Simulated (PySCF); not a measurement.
Tc(2+) (technetium, charge +2): UHF calculation

Configuration: [Kr] 4d5, high-spin 6S determinant. Computed with PySCF 2.14 in aug-cc-pVTZ-PP with ECP28MDF, with scalar relativity through the core potential.

```json
{
 "Total energy": "-79.122470 hartree",
 "One-electron energy": "-129.0370 hartree",
 "Hartree (Coulomb) energy": "57.9539 hartree",
 "Exchange energy": "-8.0394 hartree",
 "⟨S²⟩": "8.7509",
 "⟨L²⟩": "0.000",
 "Sum of ⟨r⟩": "17.34 bohr",
 "Sum of ⟨r²⟩": "27.09 bohr²"
}
```

| shell | electrons | mean orbital energy (eV) | rms radius, mean of both spins (bohr) |
| --- | --- | --- | --- |
| 4s α | 1 | -109.64 | 1.14 |
| 4s β | 1 | -101.58 | 1.14 |
| 4p α | 3 | -77.469 | 1.27 |
| 4p β | 3 | -67.034 | 1.27 |
| 4d α | 5 | -30.012 | 1.72 |

Energies and moments cover only the electrons outside the core potential.
